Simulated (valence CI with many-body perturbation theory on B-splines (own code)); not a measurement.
**Missing levels of Ni XV**

Computed by valence CI with perturbative core correlation (CI+MBPT): four valence electrons over a frozen Dirac-Fock core [Ne], a basis of 11 s, 11 p, 9 d, 7 f, 5 g, 2 h, 1 i functions for each j, with the one-electron correlation potential Σ1 (screened to all orders), the two-electron term Σ2, the three-electron term Σ3, Breit, model QED; selected single and double excitations, second order for the rest (own B-spline code, finite nucleus).

No measured spectrum was set against this ion. As an estimate, levels of excited configurations hold to 0.05 to 0.15 % of their energy, terms of the ground configuration to about 0.5 %.

```tsv
Level	E (cm⁻¹)
3s²3p² ³P_0	0
3s²3p² ³P_1	?
3s²3p² ³P_2	?
3s²3p² ¹D_2	?
3s²3p² ¹S_0	?
3s3p³ ⁵S°_2	254560
3s3p³ ³D°_1	335400
3s3p³ ³D°_2	335710
3s3p³ ³D°_3	340800
3s3p³ ³P°_0	?
3s3p³ ³P°_1	385600
3s3p³ ³P°_2	386720
3s3p³ ¹D°_2	422900
3s3p³ ³S°_1	478430
3s²3p3d ³F°_2	493060
3s²3p3d ³F°_3	503080
3s3p³ ¹P°_1	509650
3s²3p3d ³F°_4	?
3s²3p3d ³P°_2	555910
3s²3p3d ³P°_1 [a]	566010
```

Names give the largest LS component (configuration and term), which can be under half, so a name can repeat, a term be missing and a line seem to break the LS rules; names also repeat where a configuration has a term twice. Letters in brackets count levels of one name in rising energy.

Question: The levels stand in rising order. What does the calculation give for the missing energies?

Answer: 3s²3p² ³P_1 14915; 3s²3p² ³P_2 27402; 3s²3p² ¹D_2 62957; 3s²3p² ¹S_0 111930; 3s3p³ ³P°_0 384180; 3s²3p3d ³F°_4 518470.
